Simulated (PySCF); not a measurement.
## AlBi and its ions

PBE; Al def2-SVPD, Bi def2-SVPD with ECP60; scalar-relativistic core potentials (PySCF 2.14). Neutral (UKS): triplet (π ↑↑), Re = 2.853 Å, ωe = 231 cm⁻¹, De = 1.91 eV, HOMO -4.23 eV, LUMO -3.95 eV.

AlBi⁺ (UKS): quartet (σ ↑, π ↑↑), Re = 2.877 Å, ωe = 182 cm⁻¹. The energies at the minima are -456.84403 hartree for AlBi and -456.59314 for AlBi⁺.

(1) Work out the adiabatic ionisation energy, without and with harmonic zero-point energies (1 hartree = 27.2114 eV, 1 eV = 8065.5 cm⁻¹), and the change of the bond length.

Spin–orbit coupling is left out, which matters for elements this heavy, above all for dissociation energies. States were picked by a PBE0 search and need not be the measured ground states.

Answers

(1) At PBE: 0.25089 hartree = 6.827 eV between the minima; the zero-point term (182.0 − 231.0)/2 cm⁻¹ = -0.003 eV makes it 6.824 eV. Re changes by +2.4 pm against the neutral. The electron leaves a σ orbital, and the small change of length marks it as nearly non-bonding.
